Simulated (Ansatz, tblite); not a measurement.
Adding an electron: the cluster Ag₂Cl⁺ (the lowest singlet isomer of a short search). The state is a singlet with charge 1. Geometry: PBE0-D4/def2-TZVP. Ansatz, gas phase; energy differences of separate SCF runs; the reduced species was run as a doublet alone.

```xyz
3

Ag   -2.0348    0.4097   -0.4466
Ag    1.6844   -0.8997    0.9279
Cl    0.3504    0.4899   -0.4814
```

In the def2 sets Ag takes a core potential; there is no spin–orbit coupling. The xTB rows come from tblite. The structure comes from a short search, and lower isomers may exist.

```tsv
level	−HOMO (eV)	−LUMO (eV)	vertical EA (eV)	HOMO–LUMO gap (eV)
GFN1-xTB	17.36	14.74	11.32	2.62
GFN2-xTB	16.05	12.00	9.58	4.05
PBE-D4/def2-TZVP	11.66	8.71	6.43	2.95
r2SCAN-D4/def2-TZVP	11.82	8.32	6.25	3.50
PBE0-D4/def2-TZVP	12.89	7.59	5.99	5.30
```

 Raw xTB energy differences between charge states are shifted by several eV; the methods need an empirical correction for them.
